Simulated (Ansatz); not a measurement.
CH$_{8}$OSSi$_{2}$, SMILES `[SiH3]OC([SiH3])S`. Total charge 0; spin multiplicity 1. The geometry is a stationary point of PBE0-D4/def2-TZVP. It is one conformer, not always the lowest.

```xyz
13

Si   -0.762    1.848   -1.058
O     0.076    0.910    0.023
C     0.400   -0.438   -0.200
Si    1.068   -1.185    1.410
S    -0.967   -1.445   -0.846
H    -0.430    3.241   -0.678
H    -2.229    1.646   -0.969
H    -0.304    1.563   -2.445
H     1.154   -0.527   -0.994
H    -0.062   -1.277    2.371
H     2.138   -0.319    1.971
H     1.609   -2.538    1.128
H    -1.693   -1.479    0.286
```

What is the dipole moment at ωB97M-V/def2-TZVPP? (Best estimate.)

The calculation gave: 0.32 D, with components (0.21, -0.23, 0.09) D in this frame, pointing from negative to positive charge.

And with PBE, r2SCAN, B3LYP? (Estimate.)

Ansatz gave: PBE 0.27 D, r2SCAN 0.31 D, B3LYP 0.29 D.

Give the Mulliken charges with ωB97M-V, PBE, B3LYP in def2-TZVPP. (Best estimate.)

Ansatz gave: 
```tsv
atom	ωB97M-V	PBE	B3LYP
Si1	0.30	0.33	0.41
O2	-0.36	-0.29	-0.37
C3	-0.08	0.04	0.04
Si4	0.17	0.19	0.27
S5	-0.15	-0.18	-0.17
H6	-0.03	-0.06	-0.07
H7	-0.03	-0.05	-0.07
H8	-0.03	-0.06	-0.07
H9	0.14	0.11	0.11
H10	-0.02	-0.05	-0.06
H11	-0.02	-0.05	-0.06
H12	-0.01	-0.04	-0.06
H13	0.12	0.11	0.10
```

B3LYP here is the variant with VWN-RPA as its local correlation; programs differ in this.
